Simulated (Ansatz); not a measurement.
Born–Oppenheimer molecular dynamics of a periodic cell of 17 atoms, Si (host Si, host structure diamond, interstitial Si). It goes on from the last frame of an earlier run, with new velocities.

Level of theory: DFT PBE-D3(BJ), scalar-relativistic, plane waves, PAW in Ansatz 0.2.0. Settings: accuracy low, PAW set soft_1, cutoff 420 eV, k mesh 2x2x2, fermi-dirac smearing 0.02 eV, no spin polarisation.

```
ensemble        : NVT, Langevin thermostat
time step       : 2 fs
steps asked     : 300
set temperature : 1680 K
friction        : 0.02 /fs
seed            : 289981
```

First frame:

```xyz
17
Lattice="0.0000 5.4300 5.4300 5.4300 0.0000 5.4300 5.4300 5.4300 0.0000" Properties=species:S:1:pos:R:3
Si 0.085 -0.009 0.415
Si 2.134 3.717 -0.873
Si 3.566 2.489 1.002
Si 3.890 4.951 1.919
Si 2.638 -0.093 2.945
Si 4.213 1.428 3.869
Si 6.047 1.447 2.018
Si 5.665 3.791 2.794
Si 0.151 2.520 2.832
Si 1.163 3.773 4.593
Si 2.068 6.153 3.898
Si 4.402 6.277 3.994
Si 2.924 2.620 5.475
Si 4.016 3.860 7.173
Si 5.431 4.858 5.548
Si 7.700 5.759 5.947
Si 1.668 6.850 6.894
```

(1) What does the run give?

(2) What happens to the structure?

(3) How do temperature and energy run in time?

## Answers

(1) All steps were run.

```
steps done                                               : 300
time covered                                             : 600 fs
mean temperature over the second half                    : 1828 K
spread of the potential energy over the second half      : 43.0 meV per atom
mean potential energy of the second half above the start : 158.1 meV per atom
```

A run of 0.6 ps of so small a system gives no equilibrium averages. Limits of this set-up: coarse k mesh, low accuracy level.

(2) Mean squared displacements from the first frame to the last, about the centre of mass: Si 2.55 Å². The details hang on the random start.

(3) 
```csv
time (fs),T (K),potential energy less start (eV)
0.0,1581,0.000
50.0,2058,0.755
100.0,1489,1.757
150.0,1905,1.934
200.0,1518,1.495
250.0,1801,2.037
300.0,1578,2.569
350.0,1465,2.157
400.0,1773,2.144
450.0,1784,1.443
500.0,1810,2.475
550.0,2304,3.846
600.0,1582,3.159
```

Time of the run: 16 min on 1 thread of Intel(R) Xeon(R) Platinum 8488C (Sapphire Rapids), with other jobs on the host, peak memory 0.68 GiB.
